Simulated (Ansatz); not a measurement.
Geometry optimisation, RKS PBE/def2-SVP (Ansatz 0.2.0).

Input:

```yaml
crystal:
  periodic: [false, false, false]
  atoms:
    - { symbol: Ge, position_ang: [0.196955, -0.604208, -0.44144] }
    - { symbol: H, position_ang: [0.863869, 0.54045, 1.978414] }
    - { symbol: Cl, position_ang: [1.908648, 0.64398, -0.911869] }
    - { symbol: O, position_ang: [-1.153959, 0.288186, 0.298009] }
    - { symbol: H, position_ang: [-1.753683, 0.604964, -0.405706] }
    - { symbol: Cl, position_ang: [-0.536615, -1.349894, -2.346081] }
    - { symbol: "N", position_ang: [0.698049, -2.023866, 0.678538] }
    - { symbol: H, position_ang: [0.114037, -2.050149, 1.521511] }
    - { symbol: H, position_ang: [1.690113, -1.980643, 0.934152] }
    - { symbol: H, position_ang: [0.972386, -0.17292, 1.970573] }
basis:
  gaussian: { orbitals: def2-SVP }
hamiltonian:
  xc: pbe
relax:
  f_tol: 0.03
  max_steps: 50
output:
  orbitals: {}
```

Run as:

```bash
$ ansatz run input.yaml --threads 4 --pin off --max-ram 5120MiB --backend cpu --events-out ev --progress --plain --runs-dir out
```

Question: Where does it end, and by what steps?

Answer: It converged. The force dipped under the threshold on the way, but the program's further checks kept it going. After 43 steps the energy has fallen by 0.342 eV; H2 moved furthest, 1.56 Å.

```tsv
step	energy less start (eV)	largest force component (eV/Å)	accepted
0	0.0000	1.945	yes
2	-0.2350	0.245	yes
4	-0.2746	0.169	yes
6	-0.2773	0.082	yes
8	-0.2763	0.511	no
10	-0.2817	0.136	yes
12	-0.2833	0.086	yes
14	-0.2747	0.642	no
16	-0.2855	0.381	no
18	-0.2898	0.108	yes
20	-0.2919	0.267	yes
22	-0.2913	0.165	no
24	-0.2979	0.046	yes
26	-0.3009	0.097	yes
28	-0.3040	0.157	yes
30	-0.3070	0.202	yes
32	-0.3128	0.142	yes
34	-0.3185	0.232	yes
36	-0.3217	0.448	no
38	-0.3318	0.324	yes
40	-0.3404	0.066	yes
42	-0.3414	0.038	yes
43	-0.3418	0.020	yes
```

```xyz
10
Properties=species:S:1:pos:R:3
Ge -0.076 -0.738 -0.607
H 1.954 0.323 3.067
Cl 1.215 1.033 -0.583
O -1.748 -0.159 -0.476
H -1.856 0.675 -0.973
Cl 0.313 -1.757 -2.477
N 0.164 -1.943 0.732
H 0.176 -1.508 1.662
H 1.018 -2.499 0.611
H 1.839 0.469 2.321
```

Whether the end is a true minimum wasn't checked by a vibrational analysis.

The run took 56 s on 4 threads of Arm Neoverse V2 (shared host), peak memory 0.19 GiB.
